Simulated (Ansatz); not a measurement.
## Isomers

Structures of BSiH$_{4}$Br, closed shell, relaxed at PBE0-D4/def2-TZVP (vibrations not checked; lower isomers may exist, and structures with a doubtful reference or unclear bonds are left out). Program: Ansatz 0.2.0. Basis: def2-TZVPP. Cores are frozen in the correlated methods. Filled d shells of the heavier atoms are correlated. The def2 sets are not built for correlating such inner shells, so the correlated values are less sure here. B3LYP uses VWN-RPA correlation.

Question: Rank them by CCSD(T) energy, lowest first, and give each one's height above the lowest. Links in brackets join atoms within 1.22 times the sum of their covalent radii (1.1 for two metals). (An estimate is asked for; the value comes from the calculation.)
A.
BSiH₄Br ([SiH2][BH][BrH])
```
7
angstrom
Si -0.6082 0.3428 0.1940
B 0.6745 -0.9429 0.4568
Br 2.1846 -0.6442 -0.9232
H -1.9502 0.3293 0.8235
H 3.3867 -0.2636 -0.1927
H -0.4241 1.4555 -0.7696
H 0.8824 -1.9336 1.0740
```
B.
BSiH₄Br ([BH2][SiH2][Br])
```
7
angstrom
B -1.0193 0.1344 -0.7069
Si 0.6376 0.0486 0.4175
Br 1.1302 -2.0098 1.1232
H -1.6821 -0.8204 -0.9743
H -1.3576 1.2017 -1.1294
H 0.4820 0.9033 1.6255
H 1.8093 0.5422 -0.3555
```
C.
BSiH₄Br ([SiH3][BH][Br])
```
7
angstrom
Si -0.6811 0.4876 -0.2686
B 0.7984 -0.6401 0.4961
Br 2.3225 -1.1034 -0.5360
H -1.9560 -0.2817 -0.2013
H -0.4315 0.8962 -1.6748
H -0.8439 1.7063 0.5740
H 0.7915 -1.0649 1.6106
```

Answer: The calculation gives: C (0.00 kcal/mol), B (1.66 kcal/mol), A (69.52 kcal/mol). Heights count from the lowest.

Question: Do PBE-D4, r2SCAN-D4, PBE0-D4, B3LYP-D4, wB97M-V, HF, MP2 give the same order? (A judgement: the text doesn't fix the answer.)

Answer: By the calculation: Lowest first: HF B < C < A. The others agree with CCSD(T).

No T1 diagnostic of these runs exceeds 0.013. The restricted Hartree–Fock reference is unstable towards an unrestricted one at one or more of these structures.

For scale, one of the runs: CCSD(T)/def2-TZVPP, 177 basis functions, launched by `ansatz run in.yaml --threads 2 --pin off --events-out ev --progress --plain --max-ram 4352MiB`. Time: 62 s of wall clock on 2 CPU threads of an Intel Xeon Platinum 8175M; the host was shared. Peak host memory: 1.6 GiB.
